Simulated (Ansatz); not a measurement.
`[SH][Ga]([Br])[Br]` + HCl → `[Cl][Ga]([Br])[Br]` + H₂S at 400 K and 1 bar (ligand exchange at a Ga–S bond).

Computed with Ansatz on PBE0-D4/def2-TZVP structures; ΔE is electronic, products minus reactants. CCSD(T)/CBS is the MP2 limit (def2-TZVPP, def2-QZVPP) plus CCSD(T) − MP2 in def2-TZVPP, frozen cores. This one scheme is used for every species. For Br, Ga outer-core shells are correlated without core-valence functions, which leaves a few kJ/mol of doubt a bond. Scalar relativity is left out up to krypton. Each species was taken in one conformer, which may not be the lowest.

```
             species  CCSD(T)/CBS energy (Eh)  H − E (kJ/mol)  S (J/(mol·K))
`[SH][Ga]([Br])[Br]`              -7469.10873            59.5          399.6
                 HCl               -460.38127            29.6          195.4
`[Cl][Ga]([Br])[Br]`              -7530.52317            34.8          381.1
                 H₂S               -398.97279            53.4          215.9
```

H − E and S are ideal-gas, rigid-rotor, harmonic terms from PBE0-D4/def2-TZVP, for one conformer and one mirror image of each species. 1 Eh = 2625.50 kJ/mol, R = 8.31446 J/(mol·K).

By hand: ΔE, ΔH, ΔS and ΔG.

ΔE = (-7530.52317) + (-398.97279) − (-7469.10873) − (-460.38127) = -0.00596 Eh = -15.6 kJ/mol. Δ(H − E) = 34.8 + 53.4 − 59.5 − 29.6 = -0.9, so ΔH = -16.5 kJ/mol. ΔS = 381.1 + 215.9 − 399.6 − 195.4 = 2.0 J/(mol·K). ΔG = -16.5 − 400 × (2.0)/1000 = -17.3 kJ/mol.

By hand: the equilibrium constant, and the temperature at which ΔG would vanish if ΔH and ΔS stayed fixed.

log₁₀ K = −ΔG/(RT ln 10) = 2.3. ΔH and −TΔS have one sign here, so there is no such temperature. One of them is within its doubt of zero, so this could turn.

The number of gas molecules stays the same, so ΔS is small and ΔH decides. A doubt of 5 kJ/mol in ΔE shifts log₁₀ K by 0.7 here. Other conformers and mirror images would add mixing entropy, several J/(mol·K) or more a flexible species. These are equilibria of isolated gas molecules and say nothing of rates. Largest T1 diagnostic: 0.010 (customary marks: 0.02 for closed shells, 0.045 for open ones).
